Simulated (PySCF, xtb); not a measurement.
C3H9NSi2, SMILES C([C@@H](C#N)[SiH3])[SiH3]. Other conformers were not sampled.

Harmonic wavenumbers (cm⁻¹) from xtb 6.7.1 with GFN2-xTB at its own minimum, in rising order: 60, 111, 113, 127, 160, 218, 241, 447, 503, 507, 513, 549, 576, 729, 745, 764, 772, 773, 779, 787, 792, 797, 975, 1082, 1106, 1133, 1256, 1288, 1477, 2246, 2271, 2276, 2299, 2305, 2312, 2387, 2912, 2958, 2979.

Question: What does PBE0-D3(BJ)/def2-SVP (PySCF) give at its own minimum? (The exact figures need the calculation; the answer reports its results.)

Answer: 59, 120, 126, 134, 162, 229, 235, 464, 500, 524, 545, 619, 656, 725, 790, 829, 905, 922, 936, 938, 940, 945, 964, 1082, 1108, 1175, 1239, 1320, 1421, 2227, 2237, 2239, 2253, 2255, 2262, 2391, 3060, 3067, 3127. Paired by order, the mean absolute difference is 53 cm⁻¹ and the zero-point energies are 63.4 and 65.4 kcal/mol.
